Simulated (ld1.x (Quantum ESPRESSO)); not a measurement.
**Before and after: TM potential for palladium (Pd)**

- Element: palladium
- Generator: ld1.x (Quantum ESPRESSO) 7.5
- Type: norm-conserving Troullier–Martins (Kleinman–Bylander form)
- Functional: LDA (PZ)
- Relativity: scalar-relativistic
- Frozen core: [Ar] 3d10
- Valence charge: 18
- Reference configuration: 4s2 4p6 4d10 5s0 5p0
- Partial waves: 4s (bound): rc 1.50 bohr; 4p (bound): rc 1.10 bohr; 4d (bound): rc 1.90 bohr; 4f channel at 0.05 Ry: rc 1.95 bohr
- Local potential: the f channel
- Core correction: a·sin(br)/r model core inside 0.90 bohr

Change: wave 4f channel at 0.05 Ry: rc 1.95 bohr becomes 4f channel at 0.05 Ry: rc 2.88 bohr.

Cutoffs: the cutoffs (Ry, on a coarse ladder) from which the occupation-weighted sum of valence levels, in a spherical-Bessel basis at the reference potential, stays within 10 and 1 mRy of its value at 400 Ry; they do not see the model core or the augmentation charge, which bear on the density cutoff. Errors are all-electron minus pseudo energies relative to the spin-unpolarised reference configuration.

Q: Predict the effect on cutoff, ghosts and configuration errors.

A: The potential gets neither clearly harder nor softer (140 Ry and 180 Ry → 140 Ry and 180 Ry); the bound ghost in s disappears; the p channel binds one level more than in the base; of the 9 tests that both files solve, the error grows in 7 and shrinks in 2 by more than 15 % and 0.3 meV (median size 10.7 → 87.5 meV).

```tsv
quantity	base	changed
cutoff, loose	140 Ry	140 Ry
cutoff, tight	180 Ry	180 Ry
bound ghosts	s	none
error for 4s2 4p6 4d9 5s0 5p0, meV [ΔE 9.39 eV]	-2.5	+16
error for 4s2 4p6 4d8 5s0 5p0, meV [ΔE 30.47 eV]	-11	+88
error for 4s2 4p6 4d7 5s0 5p0, meV [ΔE 65.06 eV]	-10	+245
error for 4s2 4p5 4d10 5s0 5p0, meV [ΔE 57.34 eV]	-62	-11
error for 4s2 4p6 4d9 5s0 5p1, meV [ΔE 5.32 eV]	+81	+245
error for 4s2 4p6 4d9.5 5s0 5p0, meV [ΔE 3.37 eV]	-0.5	+3.0
error for 4s1 4p6 4d10 5s0 5p0, meV [ΔE 91.69 eV]	-230	-177
error for 4s2 4p6 4d9 5s0 5p0 (spin-polarised), meV [ΔE 9.24 eV]	+6.5	+25
error for 4s2 4p6 4d8 5s0 5p0 (spin-polarised), meV [ΔE 29.83 eV]	+32	+131
```

Base: These tests converged, but a pseudo level misses the all-electron one widely, so the file describes the atom poorly there or has found another state: 4s2 4p6 4d9 5s0 5p0: empty 5s by 2.9 eV; 4s2 4p6 4d8 5s0 5p0: empty 5s by 4.3 eV (a node warning on the way); 4s2 4p6 4d7 5s0 5p0: empty 5s by 6.1 eV; 4s2 4p5 4d10 5s0 5p0: empty 5s by 3.3 eV; 4s2 4p6 4d9.5 5s0 5p0: empty 5s by 2.2 eV; 4s1 4p6 4d10 5s0 5p0: empty 5s by 3.4 eV. Changed file: These tests converged, but a pseudo level misses the all-electron one widely, so the file describes the atom poorly there or has found another state: 4s2 4p6 4d8 5s0 5p0: empty 5s by 2.5 eV (a node warning on the way); 4s2 4p6 4d7 5s0 5p0: empty 5s by 3.2 eV; 4s1 4p6 4d10 5s0 5p0: empty 5s by 2.0 eV. A true bound ghost makes a file unfit for plane-wave use even where its test errors are small: the radial tests pick states by their node count and pass the ghost by.
